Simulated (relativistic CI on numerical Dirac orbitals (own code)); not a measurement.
# Level scheme of Os7+

Calculated at this level of theory: Dirac-Coulomb-Breit CI, orbitals from a KLI potential per configuration, a model potential for QED, unscaled Slater integrals (own radial code, finite nucleus).

Configurations in the expansion (outside the closed core [Kr] 4d10): 4f14 5s2 5p6 5d, 4f14 5s2 5p6 6s, 4f14 5s2 5p6 5f, 4f14 5s2 5p6 6p, 4f14 5s2 5p5 5d2, 4f14 5s2 5p6 5g, 4f14 5s2 5p6 6d, 4f14 5s2 5p6 7s, 4f14 5s 5p6 5d2, 4f14 5s2 5p5 5d 5f, 4f14 5s2 5p6 7p, 4f13 5s2 5p6 5d2, 4f14 5s2 5p6 6f, 4f14 5s2 5p6 7d, 4f14 5s2 5p5 5d 6s, 4f14 5s2 5p6 8s, 4f14 5s2 5p5 5d 5g, 4f14 5s2 5p6 8p, 4f13 5s2 5p6 5d 6s, 4f14 5s2 5p5 5d 6p, 4f14 5s 5p6 5d 5f, 4f13 5s2 5p6 5d 6p, 4f14 5p6 5d3, 4f14 5p5 5d4. Double excitations out of closed p, d and f shells are left out; levels of such configurations are missing from the list, as are those of other unlisted configurations, and high levels can miss mixing partners. These lack a partner that the ground configuration has and come out too high: 4f14 5s2 5p5 5d 5f, 4f13 5s2 5p6 5d2, 4f14 5s2 5p5 5d 6s, 4f14 5s2 5p5 5d 5g, 4f13 5s2 5p6 5d 6s.

The lowest level is 4f14 5s2 5p6 5d 2D_3/2, with 99 % of that term; Hund's rules for 4f14 5s2 5p6 5d give 2D with J = 3/2, in agreement.

```csv
No.,Configuration,Term,J,E (cm⁻¹),%,Next component (%)
1,4f14 5s2 5p6 5d,2D,3/2,0,99,
2,4f14 5s2 5p6 5d,2D,5/2,12933,99,
3,4f14 5s2 5p6 6s,2S,1/2,153385,99,1 4f14 5s2 5p5 5d 6p 2S
4,4f14 5s2 5p6 6p,2P°,1/2,241658,99,1 4f14 5s2 5p5 5d 6s 2P°
5,4f14 5s2 5p6 6p,2P°,3/2,268627,99,1 4f14 5s2 5p5 5d 6s 2P°
6,4f14 5s2 5p6 5f,2F°,5/2,355713,80,17 4f14 5s2 5p5 5d2 2F°
7,5p5 5d2(3F),4D°,1/2,355800,94,5 2P°
8,5p5 5d2(3F),4D°,3/2,357872,73,14 4F°
9,4f14 5s2 5p6 5f,2F°,7/2,358405,83,14 4f14 5s2 5p5 5d2 2F°
10,5p5 5d2(3F),4D°,5/2,363930,61,27 4F°
11,5p5 5d2(3F),4F°,7/2,371492,37,33 4D°
12,5p5 5d2(3P),4P°,5/2,373689,29,18 2D°
13,5p5 5d2(3F),4G°,9/2,376903,72,18 4F°
14,5p5 5d2(3P),4D°,7/2,377654,38,23 4G°
15,5p5 5d2(3F),4G°,11/2,380554,91,8 2H°
16,5p5 5d2(3P),4P°,5/2,382702,41,32 2F°
17,5p5 5d2(1D),2D°,3/2,383033,28,28 2P°
18,5p5 5d2(3P),4P°,3/2,385807,35,22 2D°
19,5p5 5d2(3F),2G°,7/2,391812,48,27 2F°
20,5p5 5d2(3P),4P°,1/2,394090,41,32 2P°
21,4f14 5s2 5p6 6d,2D,3/2,395264,99,1 4f14 5s2 5p5 5d 6p 2D
22,5p5 5d2(1D),2D°,5/2,395753,57,23 2F°
23,5p5 5d2(3F),4F°,9/2,398961,59,36 2G°
24,4f14 5s2 5p6 6d,2D,5/2,399818,99,
25,5p5 5d2(1G),2H°,11/2,399902,91,8 4G°
26,5p5 5d2(1D),2F°,7/2,400971,42,35 4D°
27,5p5 5d2(3P),2D°,3/2,405814,27,21 2P°
28,5p5 5d2(3P),4D°,5/2,406471,39,34 2D°
29,5p5 5d2(1D),2F°,7/2,411279,58,26 4D°
30,5p5 5d2(1D),2P°,1/2,411590,59,19 4P°
31,5p5 5d2(1G),2G°,9/2,416497,61,37 2H°
32,5p5 5d2(3P),2D°,3/2,427132,42,23 4F°
33,5p5 5d2(1G),2F°,5/2,434893,37,23 4G°
34,4f14 5s2 5p6 7s,2S,1/2,438928,100,
35,5p5 5d2(1S),2P°,3/2,441394,58,23 2D°
36,5p5 5d2(1G),2G°,7/2,442401,43,24 4D°
37,5p5 5d2(3F),4F°,5/2,450463,21,18 4D°
38,5p5 5d2(3P),2P°,1/2,450966,37,36 4D°
39,5p5 5d2(1S),2P°,3/2,456800,40,28 4S°
40,4f13 5d2(3F),4F°,7/2,460979,42,23 2F°
41,4f13 5d2(3F),4D°,5/2,462275,37,24 4F°
42,4f13 5d2(3F),4P°,3/2,463045,37,32 4D°
43,4f13 5d2(3F),2I°,11/2,464552,45,35 4I°
44,4f13 5d2(3F),4H°,9/2,466182,32,20 2H°
45,4f13 5d2(3P),4F°,9/2,472369,75,9 4G°
```

Energies count from the lowest computed level; ° marks odd parity. Percentages are summed over parent terms; the parents shown are those of the largest component, closed shells are left out there.

The mean weight of the leading LS term, summed over parents, in these 45 levels is 60 %, and that of the leading jj configuration (from the same eigenvectors) 77 %, so jj coupling describes them better and the LS labels are nominal.

At this charge configurations can still be misplaced by up to about 7 % of their energy. Levels and lines within the n = 5 or 6 shells can be off by up to 10 % or somewhat more, and those that change n by about 2 %, since core polarisation is missing. Levels that differ in their count of f electrons can be misplaced by several ten thousand cm⁻¹, since the correlation energy of f electrons is missing or only estimated; rates across such gaps can be off by orders of magnitude.

LS names give the leading component of a level, which can be under half, so a name can repeat, a term be missing and a line seem to break the LS rules.
